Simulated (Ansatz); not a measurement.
Input file for Ansatz (an electronic-structure program): U-CCSD(T)/def2-SVP on Br3Te (SMILES Br[Te](Br)Br). Elements past Kr take the def2 small-core potentials; no spin–orbit coupling.

Ansatz 0.2 input:
```yaml
crystal:
  periodic: [false, false, false]
  atoms:
    - {symbol: Te, position_ang: [-0.05579459, 0.00041238, -0.39407710]}
    - {symbol: Br, position_ang: [2.46007353, -0.01298981, 0.13774774]}
    - {symbol: Br, position_ang: [-1.19499132, 2.28656124, 0.12107735]}
    - {symbol: Br, position_ang: [-1.20928762, -2.27398381, 0.13535201]}
basis:
  gaussian:
    orbitals: def2-SVP
magnetization: {spin_polarized: true, initial_magnetization: 1}
correlation: {method: ccsd_t, electrons: outside_noble_gas}
scf: {omitted_lower_state_checks: [cluster_reference]}
```

Program output:

```
WARN ansatz: RAYON_NUM_THREADS=4 ignored (pool sized by the plan → 4); use --threads N
Functional definition: HF
these checks for a lower state are left out or cut short: cluster_reference
integrals: 0.38 GiB planned
1242 factors; integrals over basis functions are off by at most 4.2e-4 eV
mean field: 1.71 GiB planned
mean field evaluation 1: about -217234.6574 eV, gradient 1.7e1 eV
mean field evaluation 2: about -217234.7547 eV, gradient 1.7e1 eV
mean field evaluation 4: about -217236.8219 eV, gradient 1.6e0 eV
mean field evaluation 8: about -217236.9079 eV, gradient 4.0e-1 eV
mean field evaluation 16: about -217236.9260 eV, gradient 3.9e-6 eV
mean field evaluation 32: about -217236.9255 eV, gradient 1.2e-1 eV
mean field -217236.92601532 eV, -7983.3097825859 hartree, gradient 3.9e-6 eV, S^2 0.798353; 6 other end points of the search recorded, 0 dependent functions left out
51 core orbitals not correlated
reference -217236.92601532 eV, -7983.3097825859 hartree; 14, 13 occupied and 57, 58 virtual orbitals, 1242 factors
second order -12.53399474 eV of doubles, -0.00000000 eV of singles
coupled cluster: 0.57 GiB planned
cycle   1  -13.15378879 eV  change   -6.2e-1 eV  update   1.1e-1
cycle   2  -13.45386583 eV  change   -3.0e-1 eV  update   3.7e-2
cycle   3  -13.55636459 eV  change   -1.0e-1 eV  update   2.6e-2
cycle   4  -13.55553563 eV  change    8.3e-4 eV  update   1.2e-2
cycle   5  -13.55519762 eV  change    3.4e-4 eV  update   7.8e-3
cycle   6  -13.55779608 eV  change   -2.6e-3 eV  update   4.1e-3
cycle   7  -13.55943729 eV  change   -1.6e-3 eV  update   2.2e-3
cycle   8  -13.55965135 eV  change   -2.1e-4 eV  update   8.3e-4
cycle   9  -13.55956503 eV  change    8.6e-5 eV  update   4.2e-4
cycle  10  -13.55944198 eV  change    1.2e-4 eV  update   1.7e-4
cycle  11  -13.55948703 eV  change   -4.5e-5 eV  update   8.3e-5
cycle  12  -13.55951791 eV  change   -3.1e-5 eV  update   3.8e-5
cycle  13  -13.55952228 eV  change   -4.4e-6 eV  update   1.8e-5
coupled cluster: 0.58 GiB planned
perturbative correction -0.47421276 eV, -0.0174269976 hartree
Total energy: -217250.95975037 eV, -7983.8255128365 hartree
Checks for a lower state left out: cluster_reference
```

Self-consistency was reached.

Cost: very roughly 60 core-seconds.
